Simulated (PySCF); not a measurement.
## Radial density of C²⁺ (carbon, charge +2)

UHF, [He] 2s2, closed-shell 1S. Computed with PySCF 2.14 in x2c-SVPall, with scalar relativity by spin-free X2C-1e.

```json
{"r (bohr)": "0.00456", "4πr²ρ (e/bohr)": "0.03092"}
{"r (bohr)": "0.00767", "4πr²ρ (e/bohr)": "0.08621"}
{"r (bohr)": "0.0129", "4πr²ρ (e/bohr)": "0.2345"}
{"r (bohr)": "0.0217", "4πr²ρ (e/bohr)": "0.6023"}
{"r (bohr)": "0.0365", "4πr²ρ (e/bohr)": "1.408"}
{"r (bohr)": "0.0614", "4πr²ρ (e/bohr)": "2.967"}
{"r (bohr)": "0.103", "4πr²ρ (e/bohr)": "5.087"}
{"r (bohr)": "0.174", "4πr²ρ (e/bohr)": "6.326"}
{"r (bohr)": "0.292", "4πr²ρ (e/bohr)": "4.514"}
{"r (bohr)": "0.492", "4πr²ρ (e/bohr)": "1.546"}
{"r (bohr)": "0.827", "4πr²ρ (e/bohr)": "1.191"}
{"r (bohr)": "1.39", "4πr²ρ (e/bohr)": "1.431"}
{"r (bohr)": "2.34", "4πr²ρ (e/bohr)": "0.3131"}
{"r (bohr)": "3.93", "4πr²ρ (e/bohr)": "0.004673"}
```

Densities and radii are taken from the X2C orbitals without a picture-change correction, which distorts them close to the nucleus.
